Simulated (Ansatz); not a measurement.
`C[O][Mo](=[O])(=[O])[OH]` at its PBE0-D4/def2-TZVP geometry, where that method's forces vanish. Total charge 0; spin multiplicity 1. Mo: def2 effective core potential.

```xyz
10

C    -0.4206    0.7064    1.6630
O     0.2252   -0.1685    0.7673
Mo    0.5059   -0.2083   -1.0580
O     0.0859    1.2859   -1.6966
O     2.1291   -0.5098   -1.3640
O    -0.5612   -1.5352   -1.8425
H    -1.2869    0.1997    2.0956
H    -0.7515    1.6173    1.1562
H     0.2750    0.9698    2.4631
H    -0.2008   -2.3573   -2.1842
```

(1) What forces (eV/Å) does B3LYP-D4/def2-TZVPP give on these atoms in Ansatz? (An estimate is asked.)

Results:

(1) The calculation gave: 
```
C1  -0.169  0.217  0.293
O2   0.062 -0.152  0.162
Mo3 -0.115 -0.191  0.094
O4  -0.181  0.587 -0.240
O5   0.632 -0.122 -0.111
O6  -0.226 -0.271 -0.158
H7   0.043  0.037 -0.015
H8   0.019 -0.054  0.030
H9  -0.047 -0.006 -0.034
H10 -0.018 -0.045 -0.021
```

B3LYP here is the variant with VWN-RPA as its local correlation; programs differ in this.
